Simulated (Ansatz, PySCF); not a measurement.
Gas-phase reaction R1 → P1, each structure at its B3LYP-D3(BJ)/def2-TZVP stationary point, reached from a drawn start; harmonic modes at that level show minima.
R1, CHN (SMILES C#N) (charge 0, multiplicity 1):
| atom | x (Å) | y (Å) | z (Å) |
|---|---|---|---|
| C | -0.0265 | -0.0004 | 0.0000 |
| N | 1.1196 | 0.0168 | 0.0000 |
| H | -1.0931 | -0.0164 | 0.0000 |
P1, CHN (SMILES [C-]#[NH+]) (charge 0, multiplicity 1):
```xyz
3

C      1.0925     0.1875     0.0000
N     -0.0547    -0.0094     0.0000
H     -1.0378    -0.1782     0.0000
```

P less R. No zero-point or thermal terms.

The values were computed with Ansatz (an electronic-structure program) with Gaussian orbitals; PySCF for the D3/D4 terms. No computed number here is a measurement.

Give the reaction energy at the level BHLYP-D3(BJ)/def2-TZVPP.

52 kJ/mol

Give the reaction energy at the level wB97M-V/def2-TZVPP.

51 kJ/mol

What reaction energy does B3LYP-D3(BJ)/def2-TZVPP give?

58 kJ/mol
